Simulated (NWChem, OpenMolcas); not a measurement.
**How basis sets differ on InHF2 (SMILES [F][InH][F])**

The species is InHF2 (4 atoms), meant as a singlet with charge 0. As SMILES, `[F][InH][F]`. The coordinates come from a PBE0-D4/def2-TZVP relaxation.

Quantity: the electronic atomisation energy, in eV. The values are calculated. Electronic energies at fixed atoms, without zero-point motion or spin-orbit coupling.

```
                            level           kind     program  value (eV)  CPU time (all runs)
 B3LYP/def2-SVPD (core potential)  global hybrid      NWChem       10.83                 16 s
B3LYP/def2-TZVPD (core potential)  global hybrid      NWChem       10.96                 47 s
  B3LYP/def2-SVP (core potential)  global hybrid      NWChem       10.67                 11 s
 B3LYP/def2-TZVP (core potential)  global hybrid  OpenMolcas       10.94                 80 s
```

The values span 10.67 to 10.96 eV. Times are those of the runs behind each value, whatever else they computed, on shared processors of several kinds: orders of magnitude only.
